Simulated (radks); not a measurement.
Task: All-electron atom: Eu33+ in [Ar] 3d10 4s2 (the NIST ground configuration). Method: non-relativistic Kohn-Sham, TPSS, spin-polarised, spherical densities, point nucleus; meta-GGA in the generalised Kohn-Sham scheme; relativity is left out, which matters for an element this heavy; computed with a radial shooting solver on a logarithmic mesh with Libxc functionals. Some entries of the table are withheld. Estimate them.

| orbital | occ. | eigenvalue (eV) | <r> (bohr) |
|---|---|---|---|
| 1s | 2 | (1) | 0.02407 |
| 2s | 2 | (2) | 0.1024 |
| 2p | 6 | (3) | (4) |
| 3s | 2 | -2783.734 | 0.2605 |
| 3p | 6 | (5) | 0.2499 |
| 3d | 10 | -2343.870 | 0.2210 |
| 4s | 2 | -1332.267 | 0.5204 |

Result: 
(1) 1s eigenvalue (eV): -46878.35
(2) 2s eigenvalue (eV): -8495.433
(3) 2p eigenvalue (eV): -8141.047
(4) 2p <r> (bohr): 0.08686
(5) 3p eigenvalue (eV): -2628.051
